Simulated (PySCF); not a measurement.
A mixed set of molecules. Level of theory: TDDFT B3LYP/def2-SVPD, vertical, gas phase, core orbitals frozen in the response in PySCF. Geometries: GFN2-xTB; one conformer of each isolated species. Triplets are in the Tamm–Dancoff approximation.

**Question.** Rank by computed LUMO energy, lowest first.
A. `n1n(C)ncc1C#N`
B. `F[C@@H]1[SiH2]SCS[C@H]1F`
C. `C#C/C(C=C)=C/NC=O`
D. `C1=COCc2cccn12`
E. `CC=P1(CC)CC1`
F. `CC(C)CP1CC1`
G. `C=CC(=O)[SiH](F)F`

**Answer.** G (-2.82 eV), C (-1.82 eV), A (-1.57 eV), B (-0.63 eV), D (-0.27 eV), E (-0.11 eV), F (0.31 eV).

```json
{"SMILES": "C=CC(=O)[SiH](F)F", "LUMO (eV)": "-2.82", "T1 (eV)": "2.45", "f (S1)": "0.001", "HOMO (eV)": "-7.44", "α (au)": "63.2", "S1 mainly": "H→L (99%)"}
{"SMILES": "C#C/C(C=C)=C/NC=O", "LUMO (eV)": "-1.82", "T1 (eV)": "2.65", "f (S1)": "0.600", "HOMO (eV)": "-6.22", "α (au)": "110.2", "S1 mainly": "H→L (95%)"}
{"SMILES": "Cn1ncc(C#N)n1", "LUMO (eV)": "-1.57", "T1 (eV)": "4.43", "f (S1)": "0.254", "HOMO (eV)": "-8.01", "α (au)": "72.2", "S1 mainly": "H→L (85%)"}
{"SMILES": "F[C@@H]1[SiH2]SCS[C@H]1F", "LUMO (eV)": "-0.63", "T1 (eV)": "4.64", "f (S1)": "0.006", "HOMO (eV)": "-6.72", "α (au)": "101.0", "S1 mainly": "H→L (95%)"}
{"SMILES": "C1=Cn2cccc2CO1", "LUMO (eV)": "-0.27", "T1 (eV)": "3.52", "f (S1)": "0.055", "HOMO (eV)": "-5.63", "α (au)": "89.8", "S1 mainly": "H→L (95%)"}
{"SMILES": "CC=P1(CC)CC1", "LUMO (eV)": "-0.11", "T1 (eV)": "3.09", "f (S1)": "0.071", "HOMO (eV)": "-4.79", "α (au)": "104.9", "S1 mainly": "H→L (77%)"}
{"SMILES": "CC(C)CP1CC1", "LUMO (eV)": "0.31", "T1 (eV)": "5.26", "f (S1)": "0.032", "HOMO (eV)": "-6.73", "α (au)": "97.8", "S1 mainly": "H→L (92%)"}
```

H and L stand for HOMO and LUMO.

- `C=CC(=O)[SiH](F)F`: Löwdin shares by element: HOMO oxygen 55%, carbon 26% or more, silicon 9%; LUMO carbon 58%, oxygen 28%.
- `C#C/C(C=C)=C/NC=O`: Löwdin shares by element: HOMO carbon 46% or more, nitrogen 13% (atoms not listed hold the other 42%); LUMO carbon 59% or more (atoms not listed hold the other 41%).
- `Cn1ncc(C#N)n1`: Löwdin shares by element: HOMO nitrogen 36% or more, carbon 35% or more (atoms not listed hold the other 29%); LUMO nitrogen 60% or more, carbon 14% or more (atoms not listed hold the other 26%).
- `F[C@@H]1[SiH2]SCS[C@H]1F`: Löwdin shares by element: HOMO sulfur 79%, silicon 5%, carbon 4% or more; LUMO sulfur 49%, silicon 13%, carbon 13% or more (atoms not listed hold the other 25%).
- `C1=Cn2cccc2CO1`: Löwdin shares by element: HOMO carbon 43% or more, nitrogen 12% (atoms not listed hold the other 44%); LUMO carbon 57% or more (atoms not listed hold the other 43%).
- `CC=P1(CC)CC1`: Löwdin shares by element: HOMO carbon 67% or more, phosphorus 16% (atoms not listed hold the other 18%); LUMO carbon 43% or more, phosphorus 12% (atoms not listed hold the other 45%).
- `CC(C)CP1CC1`: Löwdin shares by element: HOMO phosphorus 54%, carbon 34% or more; LUMO carbon 27% or more, phosphorus 25% (atoms not listed hold the other 48%).
